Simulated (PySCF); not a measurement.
Input for PySCF: R-B3LYP/LANL2DZ on C3H5Br (a complex), monomers drawn apart or pushed together.

```python
from pyscf import gto, scf, dft, mp
from pyscf.data.elements import chemcore

mol = gto.M(
    atom='''
    C    -0.04807336    0.49295128    0.17416327
    C    -0.00730491   -0.26668080   -0.75058010
    H    -0.08614730    1.15266238    1.00907191
    H     0.02992696   -0.93229205   -1.57819080
    C    -0.37835008   -1.22003913    3.08740301
    Br   -0.32841013    0.65964426    3.64196815
    H    -0.28137657   -1.24296186    2.00747070
    H    -1.32994431   -1.62743731    3.40957862
    H     0.45120214   -1.72258609    3.57175405
    ''',
    basis='lanl2dz',
    ecp={'Br': 'lanl2dz'},
    charge=0, spin=0, verbose=3, max_memory=1800)
mf = dft.RKS(mol, xc='b3lyp')
mf.conv_tol = 1e-8
mf.max_cycle = 100
mf.kernel()
if not mf.converged:
    mf = mf.newton().run(mf.mo_coeff, mf.mo_occ)
```

Program output:

```
converged SCF energy = -130.384694008221
```

Self-consistency was reached.

Cost: about 5 core-seconds (a rough figure).
